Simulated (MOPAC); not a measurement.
Job for MOPAC: PM7 on GaS+, 2S+1 = 3, a spin state set in the input, which need not be the lowest, a point of a bond scan (R = 2.167 Å). Charge +1.

```
PM7 1SCF PRECISE CHARGE=1 UHF MS=1 THREADS=1
GaS

S      0.00000000 1     0.00000000 1     0.00000000 1
Ga     0.00000000 1     0.00000000 1     2.16672100 1
```

The log:

```
*******************************************************************************
 **                                                                           **
 **                              MOPAC v23.2.5                                **
 **                                                                           **
 *******************************************************************************
 ** MOPAC's Digital Object Identifier: https://doi.org/10.5281/zenodo.6511958 **
 **                                                                           **
 ** Please cite the open-source release paper for use of this MOPAC version:  **
 ** J. E. Moussa and J. J. P. Stewart (2026)                                  **
 ** MOPAC: An open-source semiempirical molecular orbital program             **
 ** J. Open Source Softw., 11(119), 8025, https://doi.org/10.21105/joss.08025 **
 *******************************************************************************

                              PM7 CALCULATION RESULTS

 *******************************************************************************
 *  PM7        - The PM7 Hamiltonian to be used
 *  UHF        - UNRESTRICTED HARTREE-FOCK CALCULATION
 *
 *
 *
 *                 CHARGE ON SYSTEM = +1
 *
 *
 *
 *  MS=        - IN MECI, MAGNETIC COMPONENT OF SPIN =  1.0
 *  PRECISE    - TIGHTER CRITERIA TO BE USED
 *  1SCF       - DO 1 SCF AND THEN STOP
 *  THREADS=1  - MULTI-THREADING NOT USED
 *  T=         - A TIME OF 172800.0 SECONDS REQUESTED
 *  DUMP=N     - RESTART FILE WRITTEN EVERY 7200.0 SECONDS REQUESTED
 *******************************************************************************
PM7 1SCF PRECISE CHARGE=1 UHF MS=1 THREADS=1
 GaS

   ATOM   CHEMICAL          X               Y               Z
  NUMBER   SYMBOL      (ANGSTROMS)     (ANGSTROMS)     (ANGSTROMS)

     1       S          0.00000000  *   0.00000000  *   0.00000000  *
     2      Ga          0.00000000  *   0.00000000  *   2.16672100  *



          CARTESIAN COORDINATES

    NO.       ATOM           X           Y           Z

     1         S          0.0000      0.0000      0.0000
     2        Ga          0.0000      0.0000      2.1667

 General Reference for PM7:
 "Optimization of Parameters for Semiempirical Methods VI: More Modifications to the
 NDDO Approximations and Re-optimization of Parameters", J. J. P. Stewart, J. Mol. Mod., 1:32, 19 (2013)
 https://link.springer.com/article/10.1007/s00894-012-1667-x

           Empirical Formula: S Ga  =     2 atoms



      MOLECULAR POINT GROUP   :   C*v


          UHF CALCULATION, NO. OF ALPHA ELECTRONS =    5
                           NO. OF BETA  ELECTRONS =    3

 -------------------------------------------------------------------------------
 PM7 1SCF PRECISE CHARGE=1 UHF MS=1 THREADS=1
 GaS



     1SCF WAS SPECIFIED, SO BFGS WAS NOT USED
     SCF FIELD WAS ACHIEVED


                              PM7 CALCULATION
                                                       MOPAC v23.2.5 Linux




          FINAL HEAT OF FORMATION =        252.51023 KCAL/MOL =    1056.50282 KJ/MOL


          COSMO AREA              =         88.35 SQUARE ANGSTROMS
          COSMO VOLUME            =         73.13 CUBIC ANGSTROMS

          IONIZATION POTENTIAL    =         14.699356 EV
          ALPHA SOMO LUMO (EV)    =        -14.699 -6.592
          BETA  SOMO LUMO (EV)    =        -14.859 -8.254
          NO. OF ALPHA ELECTRONS  =          5
          NO. OF BETA  ELECTRONS  =          3
          MOLECULAR WEIGHT        =        101.7950         POINT GROUP:  C*v

          MOLECULAR DIMENSIONS (Angstroms)

            Atom       Atom       Distance
           Ga     2    S     1     2.16672
           Ga     2    S     1     0.00000
            S     1   Ga     2     0.00000


          SCF CALCULATIONS        =          1





   ATOM   CHEMICAL          X               Y               Z
  NUMBER   SYMBOL      (ANGSTROMS)     (ANGSTROMS)     (ANGSTROMS)

     1       S          0.00000000  *   0.00000000  *   0.00000000  *
     2      Ga          0.00000000  *   0.00000000  *   2.16672100  *

                             CARTESIAN COORDINATES

   1    S        0.000000000     0.000000000     0.000000000
   2   Ga        0.000000000     0.000000000     2.166721000


           Empirical Formula: S Ga  =     2 atoms



      MOLECULAR POINT GROUP   :   C*v


          ALPHA EIGENVALUES
 -32.09796 -21.66491 -15.70067 -15.18995 -14.69936  -6.59223  -6.46472  -6.11759
  -5.96281  -5.86148  -5.18224  -5.17968  -4.56674


           BETA EIGENVALUES
 -28.52709 -19.50365 -14.85913  -8.25439  -7.98552  -5.90607  -5.88880  -5.75457
  -5.57094  -5.56781  -5.15981  -5.07055  -4.38171


              NET ATOMIC CHARGES AND DIPOLE CONTRIBUTIONS

  ATOM NO.   TYPE          CHARGE      No. of ELECS.   s-Pop       p-Pop       d-Pop
    1          S           0.083648        5.9164     1.96227     3.86417     0.08991
    2         Ga           0.916352        2.0836     1.71636     0.36729
 DIPOLE           X         Y         Z       TOTAL
 POINT-CHG.     0.000     0.000     2.407     2.407
 HYBRID         0.000     0.000    -1.295     1.295
 SUM            0.000     0.000     1.112     1.112


          ATOMIC ORBITAL ELECTRON POPULATIONS

     Atom    s        px        py        pz      x^2-y^2     xz        z^2       yz        xy
    1  S   1.96227   1.91481   0.96502   0.98434   0.00205   0.03378   0.03803   0.01605   0.00000
    2 Ga   1.71636   0.05141   0.01893   0.29695


                    (SZ)    =    1.000000
                    (S**2)  =    2.015851


          ATOMIC ORBITAL SPIN POPULATIONS

    Atom   Total    s     px     py     pz   x^2-y^2  xz     z^2    yz     xy
         Atomic
    1  S  1.5789  0.001  0.001  0.965  0.567  0.000  0.003  0.025  0.016  0.000
    2 Ga  0.4211  0.174 -0.004  0.019  0.232

 **********************
 *                    *
 * JOB ENDED NORMALLY *
 *                    *
 **********************




 == MOPAC DONE ==
```

The run finished.

Cost: roughly 0.05 core-seconds.
